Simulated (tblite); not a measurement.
Compound: C7H13 (doublet state).
Geometry (GFN2-xTB, Å), atoms numbered from 1 in this order:
```xyz
20
C7H13 angstrom
C     -2.2164   -0.6775    0.6398
C     -0.8776   -0.9191    0.0520
C     -0.0228    0.1122   -0.4933
C      1.3865   -0.3476   -0.8302
C      2.1936   -0.6643    0.4261
C     -0.6212    1.1892   -1.4015
C     -0.1696    1.5556   -0.0298
H     -2.7171    0.1714    0.1765
H     -2.1490   -0.4669    1.7150
H     -2.8468   -1.5590    0.5281
H     -0.4889   -1.9222    0.0933
H      1.9001    0.4321   -1.3963
H      1.3317   -1.2375   -1.4626
H      3.2002   -0.9818    0.1629
H      1.7187   -1.4588    0.9965
H      2.2629    0.2149    1.0629
H     -0.0295    1.5132   -2.2441
H     -1.6798    1.1436   -1.6048
H      0.7350    2.1368    0.0691
H     -0.9151    1.7765    0.7177
```

Level: GFN2-xTB in tblite, geometry and Hessian alike; calculated harmonic values, unscaled, isolated species. The method is semi-empirical: single wavenumbers can be off by several per cent or more. One conformer, not necessarily the lowest. Open shells enter through the occupations alone, without spin polarisation, and single modes of such species can be off by tens of per cent.

Harmonic wavenumbers (cm⁻¹): 65.8, 99.0, 120.4, 194.4, 214.9, 258.5, 324.9, 359.9, 409.4, 471.8, 521.8, 728.7, 801.8, 815.1, 841.4, 898.2, 903.9, 979.2, 999.4, 1023.8, 1034.5, 1047.4, 1068.4, 1097.0, 1138.2, 1149.9, 1157.4, 1227.3, 1252.8, 1317.4, 1352.6, 1391.5, 1402.2, 1412.9, 1432.3, 1467.9, 1481.5, 1490.4, 1492.6, 1499.6, 1506.9, 2876.8, 2962.8, 2979.8, 3004.6, 3008.6, 3030.4, 3033.8, 3042.8, 3081.0, 3084.4, 3094.6, 3107.7, 3109.8.

A = 3493, B = 2116, C = 1608 MHz; mass 97.102 u (most abundant isotopes); point group C1, symmetry number 1; spin multiplicity 2.

**Question.** What is the zero-point energy?

**Answer.** ½Σν̃ = 38935 cm⁻¹ = 111.32 kcal/mol.

**Question.** What is S at 273.15 K and 1 bar for an ideal gas of classical rigid rotors and harmonic oscillators?

**Answer.** Translation 39.22, rotation 27.43, vibration 21.27, spin (R ln 2) 1.38: S = 89.3 cal/(mol K).

**Question.** And Cp and H(273.15 K) − H(0)?

**Answer.** Cp = 32.09 cal/(mol K), of which vibrations give 24.14 (their classical limit is 54 R = 107.3); H(273.15 K) − H(0) = 5.39 kcal/mol without the zero-point energy, 3.22 from vibrations.

**Question.** Blend soft modes into free rotors: weight 1/[1 + (100 cm⁻¹/ν̃)⁴] for the oscillator and the rest for a rotor with moment μB/(μ + B), μ = h/(8π²ν), B = 10⁻⁴⁴ kg m². What vibrational entropy results?

**Answer.** 20.15 cal/(mol K) in place of 21.27, which changes −T·S at 273.15 K by +0.31 kcal/mol.

**Question.** Which modes carry the vibrational entropy at 273.15 K?

**Answer.** 65.8 cm⁻¹: 4.10; 99.0 cm⁻¹: 3.30; 120.4 cm⁻¹: 2.93; 194.4 cm⁻¹: 2.02; 214.9 cm⁻¹: 1.84; 258.5 cm⁻¹: 1.52 cal/(mol K); the other 48 give 5.55 together.

**Question.** How do the functions run with temperature in this model?

**Answer.** 
| T (K) | S (cal/(mol K)) | Cp (cal/(mol K)) | H − H(0) (kcal/mol) | G − H(0) (kcal/mol) | ln q(vib) |
| --- | --- | --- | --- | --- | --- |
| 150 | 73.8 | 21.2 | 2.13 | -8.93 | 2.14 |
| 250 | 86.6 | 29.8 | 4.67 | -16.97 | 4.28 |
| 298.15 | 92.2 | 34.6 | 6.22 | -21.27 | 5.32 |
| 400 | 103.8 | 45.0 | 10.28 | -31.26 | 7.57 |
| 600 | 125.5 | 61.9 | 21.05 | -54.22 | 12.10 |
| 900 | 154.0 | 78.7 | 42.34 | -96.26 | 18.82 |

q(vib) and H(0) count from the zero-point level.

Hindered rotation and anharmonicity are outside this model. Other conformers, if any are populated, would add a mixing term that is left out. The structure is chiral; the term R ln 2 for an equal mix with its mirror image is left out.
